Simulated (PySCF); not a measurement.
CsF, singlet, at a GFN2-xTB geometry (such geometries of metal compounds can be far from the true shape) (core potentials on Cs). Base run: HF/def2-SVP run with PySCF.

PySCF was given this input:
```python
from pyscf import gto, scf

mol = gto.Mole()
mol.atom = '''
    Cs   -0.00000000   -0.00000000   -0.32413647
    F     0.00000000    0.00000000    1.98083399
'''
mol.basis = 'def2-svp'
mol.ecp = {'Cs': 'def2-svp'}
mol.verbose = 5
mol.build()

mf = scf.RHF(mol)
mf.kernel()
```

Each row names what was changed in the base input (with any setting that the change needs).

```csv
change,ΔE vs base (mEh),fitting functions,dipole (D),outcome
base,0.000,-,7.93,converged
auxbasis = def2-universal-jfit,20.187,105,7.94,converged
auxbasis = even-tempered beta=1.6,0.099,383,7.93,converged
auxbasis = cc-pvtz-jkfit,-,-,-,input refused
auxbasis = even-tempered beta=3.0,-4.629,185,7.95,converged
auxbasis = def2-tzvp-ri,-,-,-,input refused
auxbasis = cc-pvdz-jkfit,-,-,-,input refused
auxbasis = cc-pvqz-jkfit,-,-,-,input refused
auxbasis = autoaux,0.105,291,7.93,converged
only_dfj = on; auxbasis = def2-universal-jfit,-0.094,105,7.93,converged
```

A fitting set is made for a task (jfit for Coulomb, jkfit for Coulomb and exchange, ri for correlation) and for a family of orbital bases.

- auxbasis = cc-pvtz-jkfit: ended with `pyscf.lib.exceptions.BasisNotFoundError: Basis set not found for Cs in cc-pvtz-jkfit`
- auxbasis = def2-tzvp-ri: ended with `pyscf.lib.exceptions.BasisNotFoundError: Basis set not found for Cs in def2-tzvp-ri`
- auxbasis = cc-pvdz-jkfit: ended with `pyscf.lib.exceptions.BasisNotFoundError: Basis set not found for Cs in cc-pvdz-jkfit`
